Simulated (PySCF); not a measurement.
## Electron correlation in Cl⁺ (chlorine, charge +1)

[Ne] 3s2 3p4, high-spin 3P determinant. Calculation: PySCF 2.14, in x2c-QZVPPall with one added diffuse shell each of s, p, d, f type (10s7p5d3f1g, 86 functions); the spin-free X2C one-electron Hamiltonian (Gaussian nucleus). Frozen: 1s2; 14 electrons correlated.

```tsv
level	correlation energy (mhartree)
CCSD	-339.27
(T)	-6.95
CCSD(T)	-346.22
```

Diagnostics: T1 = 0.0066, D1 = 0.0307, largest double amplitude 0.034.

Cost of the coupled-cluster step: of the order of 80 core-seconds, for 14 correlated electrons.

Iterations:

```
CC2 = 0
CCSD nocc = (np.int64(8), np.int64(6)), nmo = (85, 85)
frozen orbitals [[0], [0]]
max_cycle = 100
direct = 0
conv_tol = 1e-08
conv_tol_normt = 1e-06
diis_space = 8
diis_start_cycle = 0
Init t2, MP2 energy = -0.319232021124674
Init E_corr(UCCSD) = -0.319232021126146
cycle = 1  E_corr(UCCSD) = -0.333327371632799  dE = -0.0140953505  norm(t1,t2) = 0.0400123
cycle = 2  E_corr(UCCSD) = -0.337549191487421  dE = -0.00422181985  norm(t1,t2) = 0.0133125
cycle = 3  E_corr(UCCSD) = -0.339316340769581  dE = -0.00176714928  norm(t1,t2) = 0.00547795
cycle = 4  E_corr(UCCSD) = -0.339280322375077  dE = 3.60183945e-05  norm(t1,t2) = 0.000636135
cycle = 5  E_corr(UCCSD) = -0.339268760383156  dE = 1.15619919e-05  norm(t1,t2) = 0.000103869
cycle = 6  E_corr(UCCSD) = -0.339271614475846  dE = -2.85409269e-06  norm(t1,t2) = 2.78276e-05
cycle = 7  E_corr(UCCSD) = -0.339271666473627  dE = -5.19977809e-08  norm(t1,t2) = 5.39172e-06
cycle = 8  E_corr(UCCSD) = -0.339271590110301  dE = 7.63633252e-08  norm(t1,t2) = 1.41476e-06
cycle = 9  E_corr(UCCSD) = -0.339271598529461  dE = -8.41915981e-09  norm(t1,t2) = 4.55197e-07
UCCSD converged
E(UCCSD) = -460.8110382174273  E_corr = -0.3392715985294613
UCCSD(T) correction = -0.00695430237859089
```

This basis was not built for core-valence correlation, so the inner-shell part is incomplete.
